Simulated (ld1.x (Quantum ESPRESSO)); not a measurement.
**PBE RRKJ dataset for F, scalar-relativistic all-electron reference.**

Input for ld1.x (Quantum ESPRESSO) 7.5:

```
&input
   title='F', zed=9., rel=1, dft='PBE', iswitch=3,
   config='[He] 2s2 2p5',
   nld=2, rlderiv=1.10, eminld=-4.0, emaxld=5.0, deld=0.02
 /
 &inputp
   pseudotype=2, tm=.false., rho0=0.02, lloc=0,
   nlcc=.true., new_core_ps=.true.,
   file_pseudopw='F.UPF', file_wfcaegen='ae.wfc', file_wfcncgen='nc.wfc', file_beta='beta', file_chi='chi'
 /
2
2P  2  1   5.00   0.00  1.00  1.00  0.0
2S  1  0   2.00   0.00  0.65  0.65  0.0
 &test
   configts(1)='2s2 2p5'
 /
```

Command:

```bash
ld1.x < F.in > F.out
```

The program printed (shortened: banner, matrices, multipoles, cross overlaps and the repeated all-electron block are left out):

```
Program LD1 v.7.5
     --------------------------- All-electron run ----------------------------

     F
     scalar relativistic calculation

     atomic number is  9.00
     dft =PBE   lsd =0 sic =0 latt =0  beta=0.20 tr2=1.0E-14
     Exchange-correlation= PBE
                           (   1   4   3   4   0   0   0)
     mesh =1105 r(mesh) =  99.76081 a.u. xmin = -7.00 dx = 0.01250
     1 Ry =  13.60569312 eV, c = 137.03599908

     n l     nl                  e(Ry)          e(Ha)          e(eV)
     1 0     1S 1( 2.00)       -48.7570       -24.3785      -663.3734
     2 0     2S 1( 2.00)        -2.1976        -1.0988       -29.8996
     2 1     2P 1( 5.00)        -0.8167        -0.4083       -11.1117

     final scf error:  6.3E-15 reached in  26 iterations

     Etot =    -199.489330 Ry,     -99.744665 Ha,   -2714.190600 eV

     Ekin =     199.322998 Ry,      99.661499 Ha,    2711.927538 eV
     Encl =    -477.724055 Ry,    -238.862027 Ha,   -6499.766885 eV
     Eh   =      99.339620 Ry,      49.669810 Ha,    1351.584389 eV
     Exc  =     -20.427893 Ry,     -10.213946 Ha,    -277.935642 eV

     normalization and overlap integrals

     s(1S/1S) =  1.000000  <r> =   0.1763  <r2> =    0.0420  r(max) =   0.1139
     s(2S/2S) =  1.000000  <r> =   1.0034  <r2> =    1.2282  r(max) =   0.7617
     s(2P/2P) =  1.000000  <r> =   1.1050  <r2> =    1.6384  r(max) =   0.7066

     ------------------------ End of All-electron run ------------------------

     --------------------- Generating NC pseudopotential ---------------------

      Generating local pot.: lloc=0, matching radius rcloc =   0.6500

      Computing core charge for nlcc:

       r > 0.28 : true rho core
      Core charge pseudized with two Bessel functions
      Integrated core pseudo-charge :   1.45

      Wfc   2P  rcut= 1.003  Estimated cut-off energy=      174.69 Ry
      This function has    0 nodes for 0 < r <    1.003

     ------------------- End of pseudopotential generation -------------------

     Computing logarithmic derivative in   1.10136
     Computing logarithmic derivative in   1.10136
     Computing the partial wave expansion
       no projector for channel:   0
     R is outside the sphere for l=    1 j= 0.00

     ---------------------- Testing the pseudopotential ----------------------

     F
     scalar relativistic calculation

     atomic number is  9.00   valence charge is  7.00
     dft =PBE   lsd =0 sic =0 latt =0  beta=0.20 tr2=1.0E-14
     mesh =1105 r(mesh) =  99.76081 xmin = -7.00 dx = 0.01250

     n l     nl             e AE (Ry)        e PS (Ry)    De AE-PS (Ry)
     1 0     2S   1( 2.00)       -2.19758       -2.19764        0.00006
     2 1     2P   1( 5.00)       -0.81670       -0.81671        0.00001

     eps = 5.0E-15  iter = 28

     Etot =    -199.489330 Ry,     -99.744665 Ha,   -2714.190600 eV
     Etotps =   -53.897404 Ry,     -26.948702 Ha,    -733.311535 eV

     Ekin =      35.168910 Ry,      17.584455 Ha,     478.497399 eV
     Encl =    -100.765684 Ry,     -50.382842 Ha,   -1370.986980 eV
     Ehrt =      42.239883 Ry,      21.119942 Ha,     574.702887 eV
     Ecxc =     -15.064096 Ry,      -7.532048 Ha,    -204.957468 eV
     (Ecc =      -5.689541 Ry,      -2.844770 Ha,     -77.410143 eV)
     Epseu=     -15.476417 Ry,      -7.738208 Ha,    -210.567374 eV

     ---------------------- End of pseudopotential test ----------------------
```

Generation and configuration tests took about 0.62 s on one core of a shared server CPU.

Transferability test of the new file with ld1.x, input:

```
&input
   title='F', zed=9., rel=1, dft='PBE', iswitch=2,
   config='[He] 2s2 2p5'
 /
 &test
   file_pseudo='F.UPF', nconf=8,
   configts(1)='2s2 2p5',
   configts(2)='2s2 2p4',
   configts(3)='2s2 2p3',
   configts(4)='2s2 2p2',
   configts(5)='2s2 2p1',
   configts(6)='2s2 2p4.5',
   configts(7)='2s2 2p5.3',
   configts(8)='2s1 2p5'
 /
```

```bash
ld1.x < F.test.in > F.test.out
```

Pseudopotential blocks of its output, shortened (energy terms left out):

```
     ---------------------- Testing the pseudopotential ----------------------

     n l     nl             e AE (Ry)        e PS (Ry)    De AE-PS (Ry)
     1 0     2S   1( 2.00)       -2.19758       -2.19764        0.00006
     2 1     2P   1( 5.00)       -0.81670       -0.81671        0.00001

     eps = 8.0E-15  iter = 21

     Etot =    -199.489330 Ry,     -99.744665 Ha,   -2714.190600 eV
     Etotps =   -53.897402 Ry,     -26.948701 Ha,    -733.311518 eV

     ---------------------- End of pseudopotential test ----------------------

          ---------------------- Testing the pseudopotential ----------------------

     n l     nl             e AE (Ry)        e PS (Ry)    De AE-PS (Ry)
     1 0     2S   1( 2.00)       -3.48292       -3.48399        0.00107
     2 1     2P   1( 4.00)       -2.08065       -2.07991       -0.00074

     eps = 9.8E-16  iter = 14

     Etot =    -198.064175 Ry,     -99.032088 Ha,   -2694.800384 eV
     Etotps =   -52.472355 Ry,     -26.236177 Ha,    -713.922754 eV
     dEtot_ae =       1.425155 Ry
     dEtot_ps =       1.425048 Ry,   Delta E=       0.000107 Ry

     ---------------------- End of pseudopotential test ----------------------

          ---------------------- Testing the pseudopotential ----------------------

     n l     nl             e AE (Ry)        e PS (Ry)    De AE-PS (Ry)
     1 0     2S   1( 2.00)       -4.99731       -4.99816        0.00085
     2 1     2P   1( 3.00)       -3.60167       -3.59601       -0.00566  !

     eps = 5.3E-15  iter =  9

     Etot =    -195.242940 Ry,     -97.621470 Ha,   -2656.415526 eV
     Etotps =   -49.653644 Ry,     -24.826822 Ha,    -675.572237 eV
     dEtot_ae =       4.246390 Ry
     dEtot_ps =       4.243759 Ry,   Delta E=       0.002631 Ry

     ---------------------- End of pseudopotential test ----------------------

          ---------------------- Testing the pseudopotential ----------------------

     n l     nl             e AE (Ry)        e PS (Ry)    De AE-PS (Ry)
     1 0     2S   1( 2.00)       -6.70364       -6.69972       -0.00392
     2 1     2P   1( 2.00)       -5.34782       -5.32724       -0.02058  !

     eps = 2.0E-17  iter =  9

     Etot =    -190.786158 Ry,     -95.393079 Ha,   -2595.777923 eV
     Etotps =   -45.208662 Ry,     -22.604331 Ha,    -615.095177 eV
     dEtot_ae =       8.703171 Ry
     dEtot_ps =       8.688741 Ry,   Delta E=       0.014430 Ry

     ---------------------- End of pseudopotential test ----------------------

          ---------------------- Testing the pseudopotential ----------------------

     n l     nl             e AE (Ry)        e PS (Ry)    De AE-PS (Ry)
     1 0     2S   1( 2.00)       -8.57765       -8.55921       -0.01844  !
     2 1     2P   1( 1.00)       -7.29740       -7.24310       -0.05430  !

     eps = 1.2E-15  iter =  9

     Etot =    -184.479831 Ry,     -92.239915 Ha,   -2509.975963 eV
     Etotps =   -38.937547 Ry,     -19.468774 Ha,    -529.772322 eV
     dEtot_ae =      15.009499 Ry
     dEtot_ps =      14.959855 Ry,   Delta E=       0.049644 Ry

     ---------------------- End of pseudopotential test ----------------------

          ---------------------- Testing the pseudopotential ----------------------

     n l     nl             e AE (Ry)        e PS (Ry)    De AE-PS (Ry)
     1 0     2S   1( 2.00)       -2.80814       -2.80871        0.00057
     2 1     2P   1( 4.50)       -1.41356       -1.41345       -0.00011

     eps = 9.1E-15  iter = 16

     Etot =    -198.934914 Ry,     -99.467457 Ha,   -2706.647396 eV
     Etotps =   -53.342960 Ry,     -26.671480 Ha,    -725.767938 eV
     dEtot_ae =       0.554415 Ry
     dEtot_ps =       0.554443 Ry,   Delta E=      -0.000028 Ry

     ---------------------- End of pseudopotential test ----------------------

          ---------------------- Testing the pseudopotential ----------------------

     n l     nl             e AE (Ry)        e PS (Ry)    De AE-PS (Ry)
     1 0     2S   1( 2.00)       -1.86725       -1.86707       -0.00018
     2 1     2P   1( 5.30)       -0.49676       -0.49674       -0.00002

     eps = 1.2E-15  iter = 17

     Etot =    -199.685554 Ry,     -99.842777 Ha,   -2716.860368 eV
     Etotps =   -54.093645 Ry,     -27.046823 Ha,    -735.981534 eV
     dEtot_ae =      -0.196224 Ry
     dEtot_ps =      -0.196243 Ry,   Delta E=       0.000018 Ry

     ---------------------- End of pseudopotential test ----------------------

          ---------------------- Testing the pseudopotential ----------------------

     n l     nl             e AE (Ry)        e PS (Ry)    De AE-PS (Ry)
     1 0     2S   1( 1.00)       -3.49542       -3.49648        0.00106
     2 1     2P   1( 5.00)       -2.08974       -2.09147        0.00174

     eps = 5.8E-15  iter = 15

     Etot =    -196.660171 Ry,     -98.330085 Ha,   -2675.697932 eV
     Etotps =   -51.067801 Ry,     -25.533900 Ha,    -694.812824 eV
     dEtot_ae =       2.829159 Ry
     dEtot_ps =       2.829602 Ry,   Delta E=      -0.000443 Ry

     ---------------------- End of pseudopotential test ----------------------
```
